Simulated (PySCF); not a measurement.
# C₆ coefficients of unlike pairs at PBE0

Calculated with PySCF 2.14 from the dipole response of each species, C₆(A,B) = (3/π) ∫ α_A(iu) α_B(iu) du, in atomic units, from isotropic polarisabilities. For ions this is the dispersion term alone; charge-induced terms of lower order in 1/R come first.

```
species           configuration                                                                                              basis      relativity  α (bohr³)  C₆ (like pair)
      B       [He] 2s2 2p1 (2P)                                                                         aug-cc-pwCVQZ (9s8p6d4f2g)            none      22.62           110.0
  S(3+)       [Ne] 3s2 3p1 (2P)                                                                           dyall-acv3z (19s12p6d4f)   spin-free X2C      5.352           14.26
     Rh       [Kr] 4d8 5s1 (4F)  aug-cc-pVTZ-PP with one added diffuse shell each of s, p, d, f, g type with ECP28MDF (7s7p6d4f3g)  core potential      58.19           514.9
     Te  [Kr] 4d10 5s2 5p4 (3P)  aug-cc-pVQZ-PP with one added diffuse shell each of s, p, d, f, g type with ECP28MDF (8s8p6d4f3g)  core potential      39.67           432.1
```

(1) Estimate C₆ for S(3+) with B.

No spin-orbit coupling is included.

The other pairs:

| pair | C₆ |
| --- | --- |
| Rh, S(3+) | 78.02 |
| Te, S(3+) | 76.04 |
| Te, B | 216.3 |
| Rh, B | 235.4 |
| Te, Rh | 460.9 |

Results:

(1) The integral gives 36.83. The combination rule 2 C_A C_B / (C_A α_B/α_A + C_B α_A/α_B) gives 36.37 and the geometric mean 39.62.
